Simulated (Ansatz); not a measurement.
Saddle point of SiNH8OF, closed shell (SiH₄O ([OH][SiH3]) + NH₃ + HF → SiH₃OF ([OH][SiH2][F]) + NH₃ + H₂; bonds formed: Si1–F7, H2–H8, H6–N9; bonds broken: Si1–H2, H6–F7, H8–N9), PBE0-D4/def2-TZVP structure:

```
12
angstrom
Si 0.2484 1.0072 -0.8214
H -0.5623 0.8413 0.6102
H -0.6279 0.2462 -1.7661
H -0.3849 2.3745 -0.8042
O 1.6957 1.6176 -1.3785
H 0.0577 -1.6091 0.6847
F 1.0844 -0.4363 -0.2647
H -0.7949 -0.2158 0.9486
N -0.7974 -1.3718 1.2018
H 2.3914 0.9582 -1.4186
H -0.7048 -1.5650 2.1923
H -1.6053 -1.8469 0.8160
```

Energies are electronic, without zero-point energy. Barriers and step energies count from the start structure reached by relaxing down the imaginary mode; all methods use the PBE0-D4 structures, on which another method's saddle can fall below an end. Ansatz 0.2.0; basis: def2-TZVPP, with def2-QZVPP for the basis limit; cores frozen in the correlated methods. B3LYP uses VWN-RPA correlation. Extrapolation: Hartree–Fock as exp(−7.88 √X), correlation as X^−2.97.

| method | barrier (kJ/mol) | step energy (kJ/mol) |
| --- | --- | --- |
| SPW92 | 64.0 | -26.4 |
| PBE-D4 | 90.9 | -47.9 |
| BLYP-D4 | 104.1 | -60.1 |
| r2SCAN-D4 | 87.8 | -63.8 |
| B97M-V | 86.6 | -70.3 |
| PBE0-D4 | 99.4 | -52.8 |
| B3LYP-D4 | 109.2 | -62.0 |
| r2SCAN0-D4 | ? | -64.6 |
| BHLYP-D4 | ? | -68.8 |
| CAM-B3LYP-D4 | 109.5 | -60.7 |
| wB97X-V | 108.2 | -65.6 |
| wB97M-V | 104.0 | -70.5 |
| B2PLYP | 113.3 | -65.3 |
| PBE-QIDH | 106.9 | -61.7 |
| RPA on PBE | 119.4 | -68.5 |
| HF | 152.5 | -85.8 |
| MP2 | ? | -70.4 |
| CCSD | 121.6 | -70.2 |
| CCSD(T) | 116.1 | -67.9 |

(1) Fill in the withheld barriers. (To be estimated.)

No T1 diagnostic of these runs exceeds 0.012.

## Answers

(1) The calculation gives: BHLYP-D4 117.7; MP2 114.0; r2SCAN0-D4 96.7 kJ/mol. Each is the energy of the saddle less that of the start structure, by the same method.

For comparison, the barrier by CCSD(T) at an estimated basis limit (MP2 extrapolated from triple and quadruple zeta, plus CCSD(T) − MP2 in triple zeta) is 111.3 kJ/mol.

Labels in which every atom is bracketed show which atoms are joined, not bond orders.

For scale, one of the runs: CCSD(T)/def2-TZVPP, 247 basis functions, launched by `ansatz run in.yaml --threads 4 --pin off --events-out ev --progress --plain --max-ram 9574MiB`. Hardware: 4 CPU threads of an Arm Neoverse V2, shared host. Wall time 110 s; peak host memory 5.2 GiB.
